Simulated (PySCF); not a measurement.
BF₂HSe.

```xyz
5

B     -0.0032     0.9629     0.0000
F      1.1306     1.6328     0.0000
F     -1.1326     1.6414     0.0000
Se     0.0428    -0.9762     0.0000
H     -1.4218    -1.0922     0.0000
```

Coordinates come from a PBE0-D3(BJ)/def2-SVP optimisation. One conformer was computed; it need not be the lowest.

Level of theory: KT2/pcSseg-2 (PySCF). Non-relativistic, no solvent.

Give the absolute GIAO shielding of each atom: isotropic value and principal components (ppm). (The exact figures need the calculation; the answer reports its results.)


```csv
atom,σ(iso),σ11,σ22,σ33,span
B1,68.3,39.3,74.1,91.4,52.2
F2,222.3,53.9,286.6,326.4,272.5
F3,211.9,53.2,289.2,293.2,240.0
Se4,2057.8,1847.9,1961.2,2364.2,516.3
H5,29.6,20.8,25.3,42.8,22.0
```
